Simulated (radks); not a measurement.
Numerical settings for the palladium ion Pd3+, [Kr] 4d7. Method: scalar-relativistic Kohn-Sham, PBE, spin-polarised, spherical densities, finite nucleus; open shells are filled with parallel spins first (spin-orbit coupling, left out, can overturn this in heavy ions); Fermi nuclear charge, rms radius 4.5318 fm; computed with a radial shooting solver on a logarithmic mesh with Libxc functionals. The defaults (mesh step 0.008 in ln r, mesh end at 40 bohr or more with all orbitals vanishing there, Anderson mixing 0.5 over 9 steps, residual threshold near 1e-9 with the energy settled to 1e-9 hartree or 1e-11 of itself, here a cap of 54 iterations) give E = -5043.4981 hartree and 4d at -40.269 eV in 15 iterations. Times are rough (one thread of a shared host). Changes against that run (0 stands for a change within the tolerance of the run):

\begin{tabular}{lrrrrr}
setting & iterations & converged & E (mhartree) & e(4d) (meV) & CPU (s) \\ \hline
mesh step in ln r 0.012 & 15 & yes & 0 & 0 & 0.17 \\
mesh step in ln r 0.03 & 14 & yes & +0.00126 & 0 & 0.08 \\
mesh step in ln r 0.05 & 14 & yes & +0.0192 & -0.00715 & 0.06 \\
mesh end (bohr) 400 & 15 & yes & 0 & 0 & 0.25 \\
mesh end (bohr) 20 & 15 & yes & 0 & 0 & 0.24 \\
residual threshold 1e-05 & 10 & yes & 0 & -0.274 & 0.18 \\
residual threshold 1e-13 & 39 & yes & 0 & 0 & 0.42 \\
mixing 0.05 & 22 & yes & 0 & 0 & 0.33 \\
linear mixing, mixing 1 & 22 & no & diverged & - & 0.48 \\
linear mixing, mixing 0.5 & 30 & yes & 0 & 0 & 0.4 \\
mixing history 3 & 21 & yes & 0 & 0 & 0.29 \\
iteration cap 8 & 8 & no & 0 & -0.766 & 0.14 \\
\end{tabular}

No run marked as converged misses the energy by more than 1 mhartree. A mesh that ends early acts as a hard wall.
